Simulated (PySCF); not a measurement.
Checking a proposed structure

A compound C5H7N3O gives the data below (simulated from a calculation) and was assigned the structure `CCn1ncc(C=O)n1`.

¹³C{¹H} NMR (computed): δ 190.7 (CH), 154.8 (C), 149.4 (C), 41.7 (CH3), 15.0 (CH3).

¹H NMR (600 MHz, computed): δ 10.43 (s, 1H), 4.25 (s, 3H), 2.76 (s, 3H).

PySCF 2.14 calculation with geometry: GFN2-xTB and shieldings: GIAO PBE0/pcSseg-1; no relativistic terms, no solvent, rapidly exchanging positions averaged, single conformer.

Chemical shifts δ = σref − σ; TMS for ¹H (σ = 31.72 ppm) and ¹³C (σ = 186.93 ppm), all at this level.

Question: Compare with the shifts computed for the proposed structure, pairing carbons in order of shift.

Answer: Atoms are numbered as in `[CH3:1][CH2:2][n:3]1[n:4][cH:5][c:6]([CH:7]=[O:8])[n:9]1` (H(Xn): hydrogen on atom n).

```
atom  computed for proposal  given list  difference
  C7                  189.3       190.7        -1.4
  C6                  153.0       154.8        -1.8
  C5                  140.7       149.4        -8.7
  C2                   52.2        41.7       +10.5
  C1                   19.4        15.0        +4.4
```

The rms difference is 6.5 ppm and the largest +10.5 ppm at C2 (sp3 CH2 bonded to N). The carbon types in order of shift don't match either: CH, C, CH, CH2, CH3 for the proposal against CH, C, C, CH3, CH3 in the data. The proposal doesn't fit.

Question: Which isomer fits?

Answer: SMILES n1n(C)nc(C)c1C=O.

- Carbon types of the structure: 2 × C, 1 × CH, 2 × CH3, which accounts for all hydrogens.
- δC 190.7: aldehyde carbonyl carbon; the double bond to the heteroatom, with no lone-pair donor beside it, deshields it most.
- δC 154.8, 149.4: substituted aromatic carbon next to a ring nitrogen.
- δH 10.43: hydrogen on an aldehyde carbonyl carbon; deshielded by the polar, anisotropic C=O bond.
- δH 4.25: hydrogen on a methyl carbon bonded to N; its carbon carries N, which withdraws density.

Other isomers checked: Cc1nnn(C)c1C=O (rms 6.6 ppm).

The shifts were computed for this structure.

Shifts are as computed. Against solution values, carbons near 30 ppm lie about +3 ppm off and those near 130 ppm about +5 ppm. Of 1211 compounds with measured shifts, 218 miss one by over three times the rms of a fit or turn the order of signals round; such compounds aren't used in these exercises. Multiplicities follow the n + 1 count of equivalent neighbours, as no J values were calculated; m marks all less simple cases, F and P coupling included.
